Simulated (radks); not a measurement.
Results of a calculation; reference values are marked as such.
All-electron atom: Cs IV in [Kr] 4d10 5s2 5p3 4f1 (not the ground configuration). Level of theory: Dirac Kohn-Sham, BLYP, spin-unpolarised, spherical densities, finite nucleus; open shells are shared between the two j in proportion to 2j + 1; Fermi nuclear charge, rms radius 4.8041 fm (a radial shooting solver on a logarithmic mesh with Libxc functionals).

Unscreened Slater integrals over Kohn-Sham orbitals (eV). Large and small components are both included. Empty in this configuration: 5d3/2.

integral,value
"F0(4f7/2,4f7/2)",14.985
"F2(4f7/2,4f7/2)",6.4772
"F4(4f7/2,4f7/2)",3.9457
"F6(4f7/2,4f7/2)",2.8065
"F0(4f7/2,4f5/2)",15.062
"F2(4f7/2,4f5/2)",6.5118
"F4(4f7/2,4f5/2)",3.9669
"G2(4f7/2,4f5/2)",6.5071
"G4(4f7/2,4f5/2)",3.9643
"G6(4f7/2,4f5/2)",2.8198
"F0(4f7/2,5p3/2)",13.190
"F2(4f7/2,5p3/2)",5.7267
"G2(4f7/2,5p3/2)",4.3162
"G4(4f7/2,5p3/2)",3.0686
"F0(4f7/2,5p1/2)",13.509
"G4(4f7/2,5p1/2)",3.2083
"F0(4f7/2,5d3/2)",10.655
"F2(4f7/2,5d3/2)",4.0512
"G3(4f7/2,5d3/2)",2.4302
"G5(4f7/2,5d3/2)",1.7620
"F0(4f5/2,4f5/2)",15.141
"F2(4f5/2,4f5/2)",6.5473
"F4(4f5/2,4f5/2)",3.9888
"F0(4f5/2,5p3/2)",13.237
"F2(4f5/2,5p3/2)",5.7264
"G2(4f5/2,5p3/2)",4.2959
"G4(4f5/2,5p3/2)",3.0576
"F0(4f5/2,5p1/2)",13.560
"G2(4f5/2,5p1/2)",4.5169
"F0(4f5/2,5d3/2)",10.680
"F2(4f5/2,5d3/2)",4.0343
"G1(4f5/2,5d3/2)",3.4789
"G3(4f5/2,5d3/2)",2.4059
"F0(5p3/2,5p3/2)",12.488
"F2(5p3/2,5p3/2)",6.7806
"F0(5p3/2,5p1/2)",12.715
"G2(5p3/2,5p1/2)",6.8682
"F0(5p3/2,5d3/2)",10.399
"F2(5p3/2,5d3/2)",5.1654
"G1(5p3/2,5d3/2)",6.0478
"G3(5p3/2,5d3/2)",3.7732
"F0(5p1/2,5p1/2)",12.961
"F0(5p1/2,5d3/2)",10.511
"G1(5p1/2,5d3/2)",5.7756
"F0(5d3/2,5d3/2)",9.1953
"F2(5d3/2,5d3/2)",4.9196
